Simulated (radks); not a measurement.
Results of a calculation; reference values are marked as such.
Q: All-electron atom: P2+ in [Ne] 3s2 3p1 (the NIST ground configuration). Code: a radial shooting solver on a logarithmic mesh with Libxc functionals. Model: Dirac Kohn-Sham, PBEsol, spin-unpolarised, spherical densities, point nucleus; open shells are shared between the two j in proportion to 2j + 1.

Spin-orbit splittings of the eigenvalues, e(l+1/2) - e(l-1/2), with zeta = 2 splitting/(2l+1) and mean radii in bohr:

shell  occ.  splitting (eV)  zeta (eV)  <r> j=l-1/2  <r> j=l+1/2
2p        6               ?          ?       0.4830       0.4853
3p        1         0.07938    0.05292        1.965        1.970

Estimate the 2p splitting.

A: 0.9187 eV (zeta = 0.6125 eV).
